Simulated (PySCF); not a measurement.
Si(Cl)(Me)2(SH) (C2H7ClSSi), SMILES C[Si](C)(S)Cl.

Geometry: B3LYP-D3(BJ)/def2-SVP. One conformer was computed; it need not be the lowest.

Computed with PBE/def2-TZVP run with PySCF.

The molecule is in vacuum.

```
Property                                                                                                        Value
---------------------------------------------------------------------------------------------  ----------------------
total energy                                                                                      -1227.86367 hartree
point group                                                                                                        Cs
highest occupied level                                                                                       -6.17 eV
lowest empty level                                                                                           -0.62 eV
orbital gap                                                                                                   5.55 eV
dipole moment                                                                                                  2.79 D
quadrupole, principal values (traceless, Buckingham form, about the centre of nuclear charge)  -2.20, -0.08, 2.28 D·Å
mean static polarisability                                                                      82.6 bohr³ (12.23 Å³)
polarisability, principal values                                                               76.2, 82.4, 89.1 bohr³
```
